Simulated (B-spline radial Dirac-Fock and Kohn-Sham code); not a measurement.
## X-ray emission lines of Sb³⁺

System: Sb³⁺ in the configuration [Kr] 4d9 5s2 5p1 (not the ground configuration).

Calculated with a B-spline atomic structure program, using Dirac-Fock energy differences between relaxed states, corrected for Breit and QED terms. A line energy is the difference of two single-hole energies; the list is a selection of electric-dipole transitions between resolved j subshells. The model has no electron correlation.

| line | energy (eV) | wavelength (Å) |
| --- | --- | --- |
| Kβ2' | 30387.2 | 0.40801 |
| Kβ2'' | 30378.5 | 0.40813 |
| Kβ1 | 29722.2 | 0.41714 |
| Kβ3 | 29675.3 | 0.41780 |
| Kα1 | 26356.7 | 0.47041 |
| Kα2 | 26108.2 | 0.47489 |
| Lγ3 | 4602.4 | 2.6939 |
| Lγ2 | 4593.7 | 2.6990 |
| Lγ5 | 4223.0 | 2.9359 |
| Lβ7 | 4139.3 | 2.9953 |
| Lβ6 | 3974.6 | 3.1194 |
| Lβ3 | 3937.4 | 3.1489 |
| Lβ4 | 3890.5 | 3.1869 |
| Lβ1 | 3845.2 | 3.2244 |
| Lα2 | 3596.7 | 3.4471 |
| Lη | 3434.7 | 3.6097 |
| Lℓ | 3186.3 | 3.8912 |
| Mζ2 | 425.0 | 29.170 |
